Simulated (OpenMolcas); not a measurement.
## Rh3+: ligand-field states by method

Rh3+ with 4 ligands (chloride) in tetrahedral coordination (Td) at 2.29 Å. A charge of +0.25 e stands 3.2 Å behind each ligand. Ligand basis ANO-RCC-VDZP.
```
Rh    0.0000    0.0000    0.0000
Cl    1.3221    1.3221    1.3221
Cl    1.3221   -1.3221   -1.3221
Cl   -1.3221    1.3221   -1.3221
Cl   -1.3221   -1.3221    1.3221
```

| Quantity | Value |
| --- | --- |
| Program | OpenMolcas |
| Basis | ANO-RCC-VTZP [7s6p4d2f1g] |
| Scalar Hamiltonian | DKH2, point nucleus |
| Active space | 6 electrons in 5 orbitals (4d) |
| State averaging | 2S+1 = 5 even, 5 roots; 2S+1 = 3 even, 45 roots; 2S+1 = 1 even, 50 roots |
| Spin-orbit coupling | RASSI with atomic mean-field integrals over the reference wave functions |

I. CASSCF
II. SS-CASPT2, IPEA 0.25 Eh, imaginary shift 0.1 Eh (closed shells correlated: 4s 4p and the ligand valence shells)

Spin-free states (labels of Td) in cm-1, each column counted from its own energy of the first state listed:

| State | Degeneracy | I | II |
| --- | --- | --- | --- |
| 5E | 2 | 0 | 0 |
| 3T1 | 3 | 7398 | -1660 |
| 5T2 | 3 | 7855 | 9590 |
| 1E | 2 | 13774 | 90 |
| 2S+1 = 3 | 3 | 13837 | 3310 |
| 3E | 2 | 14370 | 5130 |
| 2S+1 = 3 | 3 | 14465 | 4160 |

II puts a state of multiplicity 3 lowest, 1700 cm-1 below that state.

From I to II, I's first state of the same spin (5T2) moves from 7855 to 9590 cm-1, by about +1700 cm-1.

From I to II, I's first state of another spin (3T1) moves from 7398 to -1660 cm-1, by about -9100 cm-1.

χT at 300 K: I 3.29, II 1.29 cm3 K/mol.

Roots that are degenerate in the reference are averaged as groups; the widest CASPT2 spread within a group is 670 cm-1 (the 3-fold group of multiplicity 1 near 16400 cm-1 above the lowest state of its run, II). Shifts and gaps below about the spread of the groups concerned are not significant. Over all roots computed the reference weight is 0.64 to 0.70 in II; the roots of lowest weight are the least certain, and an intruder state may touch them. The least metal-like active orbital is 76 % on the metal (Löwdin) and no ligand orbital is active, so the numbers are rough. Ligand-to-metal charge-transfer states are missing. With no ligand orbital active B as a rule stays too high, so bands that hang on it stand too high and its fall with covalency is understated. An orbital doublet at a regular site is open to a Jahn-Teller distortion, which this geometry leaves out (holds for I). Without dynamic correlation the repulsion within the d shell is too large (B by tens of per cent), so at a given field states of lower spin stand too high (holds for I). With metal d orbitals alone the field can be off either way by tens of per cent (holds for I). An orbital triplet at a regular site is open to Jahn-Teller coupling, which can distort the site and quench the lowest spin-orbit gaps and is left out (holds for II). This shell can be high or low spin here, a state of another spin lies low, and with metal d orbitals alone active their balance is uncertain, so the ground spin may be wrong, although the usual error favours high spin (holds for II). With one d shell and no ligand orbital active, 10Dq can be off by a tenth or more (holds for II). No measured value stands beside these numbers; the geometry was imposed, not optimised, and the real ion may take another.

A state without a sure symmetry label is named by its multiplicity alone.
